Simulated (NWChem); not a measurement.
System: SiH₄S; SMILES [SiH3]S

The following NWChem deck was run.

```
start job
memory heap 200 mb stack 900 mb global 1100 mb
geometry units angstroms noautosym nocenter noautoz
  Si     0.003674     0.991361    -0.000256
  S      0.077870    -1.144350    -0.001017
  H     -0.679957     1.513732     1.210066
  H      1.421919     1.422657    -0.006134
  H     -0.690252     1.513781    -1.204674
  H     -1.256739    -1.300457     0.001458
end
basis spherical
  * library 6-31g*
end
dft
  xc pbe0
  iterations 150
end
cosmo
  do_cosmo_smd true
  solvent chcl3
end
task dft energy
```

Geometry: optimised at PBE0-D3(BJ)/def2-TZVP. Solvent: chloroform.

Level: PBE0/6-31G* with SMD (1 M gas to 1 M solution), gas-phase geometry. Reactions with the solvent are ignored.

Problem. What results follow from this input? (PBE0/6-31G* (spherical d), SMD on the gas-phase geometry.) Quantities: solvation free energy (kcal/mol); cavity-dispersion-structure term (kcal/mol); dipole in solution (D).

Solution. 
```yaml
solvation free energy (kcal/mol): -3.2
cavity-dispersion-structure term (kcal/mol): -1.4
dipole in solution (D): 1.80
```
